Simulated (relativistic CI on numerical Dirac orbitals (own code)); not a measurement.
Hyperfine structure of Er²⁷⁺, mass number 167

Method of calculation: Dirac-Coulomb-Breit CI, KLI orbitals optimised for each configuration, model QED (radiative potential, 1s self-energy scaled to tabulated hydrogen-like ionisation energies), unscaled Slater integrals (own radial code, finite nucleus).

Configuration list (outside the closed core [Ar] 3d10): 4s²4p⁶4d⁵, 4s²4p⁵4d⁶, 4s²4p⁶4d⁴4f, 4s4p⁶4d⁵4f, 4p⁶4d⁷, 4p⁵4d⁸, 4s²4p⁶4d³5s², 4s²4p⁶4d²4f5s², 4s4p⁶4d³4f5s². Double excitations out of closed p, d and f shells are left out; levels of such configurations are missing from the list, as are those of other unlisted configurations, and high levels can miss mixing partners.

Nuclear spin I = 7/2, μ = -0.5623 μN, Q = 3.57 b (tables of Stone and Pyykkö). The electronic factors are computed for point nuclear moments, without core polarisation or the Bohr-Weisskopf and QED corrections.

| Level | E (cm⁻¹) | A (MHz) | B (MHz) |
| --- | --- | --- | --- |
| 4s²4p⁶4d⁵ ⁴P1/2 | 119926.2 | 563.3 |  |
| 4s²4p⁶4d⁵ ²D3/2 | 163521.3 | -2566 | -37200 |
| 4s²4p⁶4d⁵ ²I11/2 | 171299.4 | -1521 | 1910 |

Levels with J = 0, under 50 % of one LS term, or S terms without an open s electron are left out. Small factors come from cancelling terms and can be off by tens of per cent or more.

At this charge energies of transitions that change n are usually good to better than 1 %, and those within a shell (Δn = 0) to a few per cent. Terms inside the open d or f shell come out 10 to 20 % too wide with unscaled integrals.

(1) Give the hyperfine levels of 4s²4p⁶4d⁵ ²D3/2 relative to its centre of gravity.

Answers

(1) With K = F(F + 1) − I(I + 1) − J(J + 1), E = AK/2 + B[¾K(K + 1) − I(I + 1)J(J + 1)]/[2I(2I − 1)J(2J − 1)]: F = 2: -2583, F = 3: 16260, F = 4: 16610, F = 5: -22760 MHz.

LS names give the leading component of a level, which can be under half, so a name can repeat, a term be missing and a line seem to break the LS rules.
